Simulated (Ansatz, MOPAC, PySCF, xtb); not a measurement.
Noncovalent pair: CH2O (SMILES C=O) (first 4 atoms) with H2Se (SMILES [SeH2]); geometry from B3LYP-D3(BJ)/def2-TZVP, rigid monomers moved along the line of their centres of mass till O2···Se5 is 4.51 Å.
(charge 0, multiplicity 1):
```xyz
7

C      0.35370     0.06698    -0.32922
O      1.08377    -0.66807     0.27787
H      0.20414    -0.03382    -1.42102
H     -0.20388     0.87851     0.17370
Se     0.90244     1.06179     4.44117
H      0.46214    -0.33780     4.42192
H      0.25609     1.29724     5.74303
```

```json
[
 {"level": "GFN-FF", "interaction energy (kcal/mol)": "-0.49", "minus MP2/CBS(aug-cc-pVDZ, aug-cc-pVTZ) + ΔCCSD(T)/aug-cc-pVDZ": "0.28", "cost": "-"},
 {"level": "PM3", "interaction energy (kcal/mol)": "-0.25", "minus MP2/CBS(aug-cc-pVDZ, aug-cc-pVTZ) + ΔCCSD(T)/aug-cc-pVDZ": "0.52", "cost": "-"},
 {"level": "PM6", "interaction energy (kcal/mol)": "-0.37", "minus MP2/CBS(aug-cc-pVDZ, aug-cc-pVTZ) + ΔCCSD(T)/aug-cc-pVDZ": "0.40", "cost": "-"},
 {"level": "GFN2-xTB", "interaction energy (kcal/mol)": "-0.66", "minus MP2/CBS(aug-cc-pVDZ, aug-cc-pVTZ) + ΔCCSD(T)/aug-cc-pVDZ": "0.11", "cost": "-"},
 {"level": "HF/3-21G (no counterpoise)", "interaction energy (kcal/mol)": "-0.54", "minus MP2/CBS(aug-cc-pVDZ, aug-cc-pVTZ) + ΔCCSD(T)/aug-cc-pVDZ": "0.23", "cost": "-"},
 {"level": "HF/6-31G* (no counterpoise)", "interaction energy (kcal/mol)": "-0.70", "minus MP2/CBS(aug-cc-pVDZ, aug-cc-pVTZ) + ΔCCSD(T)/aug-cc-pVDZ": "0.07", "cost": "-"},
 {"level": "PBE-D4/def2-TZVPPD", "interaction energy (kcal/mol)": "-0.92", "minus MP2/CBS(aug-cc-pVDZ, aug-cc-pVTZ) + ΔCCSD(T)/aug-cc-pVDZ": "-0.15", "cost": "×1"},
 {"level": "r2SCAN/def2-TZVPPD", "interaction energy (kcal/mol)": "-0.60", "minus MP2/CBS(aug-cc-pVDZ, aug-cc-pVTZ) + ΔCCSD(T)/aug-cc-pVDZ": "0.17", "cost": "×2"},
 {"level": "r2SCAN-D3(BJ)/def2-TZVPPD", "interaction energy (kcal/mol)": "-0.77", "minus MP2/CBS(aug-cc-pVDZ, aug-cc-pVTZ) + ΔCCSD(T)/aug-cc-pVDZ": "0.00", "cost": "×2"},
 {"level": "B3LYP/6-31G* (no counterpoise)", "interaction energy (kcal/mol)": "-0.60", "minus MP2/CBS(aug-cc-pVDZ, aug-cc-pVTZ) + ΔCCSD(T)/aug-cc-pVDZ": "0.17", "cost": "-"},
 {"level": "wB97X-V/def2-TZVPPD", "interaction energy (kcal/mol)": "-0.78", "minus MP2/CBS(aug-cc-pVDZ, aug-cc-pVTZ) + ΔCCSD(T)/aug-cc-pVDZ": "-0.01", "cost": "×3"},
 {"level": "MP2/6-31G*", "interaction energy (kcal/mol)": "-0.59", "minus MP2/CBS(aug-cc-pVDZ, aug-cc-pVTZ) + ΔCCSD(T)/aug-cc-pVDZ": "0.18", "cost": "-"},
 {"level": "MP2/CBS(aug-cc-pVDZ, aug-cc-pVTZ)", "interaction energy (kcal/mol)": "-0.79", "minus MP2/CBS(aug-cc-pVDZ, aug-cc-pVTZ) + ΔCCSD(T)/aug-cc-pVDZ": "-0.02", "cost": "-"},
 {"level": "MP2/CBS(aug-cc-pVDZ, aug-cc-pVTZ) + ΔCCSD(T)/aug-cc-pVDZ", "interaction energy (kcal/mol)": "-0.77", "minus MP2/CBS(aug-cc-pVDZ, aug-cc-pVTZ) + ΔCCSD(T)/aug-cc-pVDZ": "0.00", "cost": "×7"}
]
```

 The comparison column counts from a level with limits of its own.

The rows run from -0.92 (PBE-D4/def2-TZVPPD) to -0.25 kcal/mol (PM3). The dispersion term adds -0.17 in r2SCAN-D3(BJ).

Interaction energies are E(AB) − E(A) − E(B) at the monomers' geometry in the complex; basis-set methods are counterpoise corrected. Rows marked so take none.

Cores are frozen in the correlated methods. Filled d and f shells under p-block atoms count as core. CBS: X⁻³ extrapolation of the correlation energy, Hartree–Fock from the larger set. Rows in 3-21G, 6-31G* carry no dispersion term and start afresh at each structure (6-31G* with six Cartesian d functions); the Pople sets are all-electron and without relativity. MP2/6-31G* freezes PySCF's default core, which leaves 3d correlated. The state that PM3, PM6 reach isn't checked.

Codes used: Ansatz (Gaussian orbitals); MOPAC for PM3, PM6 (differences of heats of formation); PySCF for 3-21G rows, 6-31G* rows, the dispersion terms; xtb for the GFN methods. Values without a source in brackets are computed.

Costs are rough ratios of core time to PBE/def2-TZVPPD (about 8 s over the structures, on one shared machine); a dash marks a level with no comparable run of its own.

Ansatz is a quantum-chemistry and plane-wave program.
